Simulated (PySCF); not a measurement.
Stepwise substitution at one centre (Ge H-SiH3). Gas-phase values, no solvent. Strings in code marks are SMILES.

All values below come from PBE0-D3(BJ)/def2-TZVP // PBE0-D3(BJ)/def2-SVP in PySCF. Delta-SCF ions had no search for a lower state. Excitations are Tamm–Dancoff values on a coarser integration grid. The basis has no diffuse functions, so Rydberg states are missing or too high.

| species | S1–T1 gap (TDA) (eV) | vertical ionisation energy (Delta-SCF) (eV) | dipole moment (D) | S1 excitation (TDA) (eV) | S1 oscillator strength |
|---|---|---|---|---|---|
| 0 of 4 H replaced by SiH3 (`[GeH4]`) | – | 12.17 | 0.00 | – | – |
| 1 of 4 H replaced by SiH3 (`[SiH3][GeH3]`) | 1.05 | 10.37 | 0.08 | 7.57 | 0.026 |
| 2 of 4 H replaced by SiH3 (`[SiH3][GeH2][SiH3]`) | ___ | 9.72 | 0.03 | 6.91 | 0.143 |
| 3 of 4 H replaced by SiH3 | ___ | ___ | 0.12 | 6.57 | ___ |

Task: Some entries are withheld; supply them.

Result: 
- 2 of 4 H replaced by SiH3 (`[SiH3][GeH2][SiH3]`), S1–T1 gap (TDA) (eV): 1.10
- 3 of 4 H replaced by SiH3, S1–T1 gap (TDA) (eV): 0.76
- 3 of 4 H replaced by SiH3, vertical ionisation energy (Delta-SCF) (eV): 9.56
- 3 of 4 H replaced by SiH3, S1 oscillator strength: 0.000
